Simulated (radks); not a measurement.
Q: All-electron atom: Ti5+ in [Ne] 3s2 3p5. Calculated with a radial shooting solver on a logarithmic mesh with Libxc functionals: Dirac Kohn-Sham, PBE, spin-unpolarised, spherical densities, point nucleus; open shells fill j = l - 1/2 first.

Spin-orbit splittings of the eigenvalues, e(l+1/2) - e(l-1/2), with zeta = 2 splitting/(2l+1) and mean radii in bohr:

shell  occ.  splitting (eV)  zeta (eV)  <r> j=l-1/2  <r> j=l+1/2
2p        6           5.783      3.855       0.2876       0.2903
3p        5               ?          ?       0.9911       0.9970

Estimate the 3p splitting.

A: 0.7870 eV (zeta = 0.5247 eV).
